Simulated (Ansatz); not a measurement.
Question: Name a neutral molecule of C, F, Ge, O, Si and H with size of the dipole moment (PBE/def2-TZVPP) between 2.75 and 3.05 D and LUMO energy (PBE0/def2-TZVPP) between -0.45 and -0.15 eV (Ansatz, PBE0-D4/def2-TZVP geometry).

Answer: `F[SiH]1[CH2][GeH2][O]1` (2.75 D, -0.40 eV). Other molecules can fit too; these were computed, each in one conformer that needn't be the lowest.
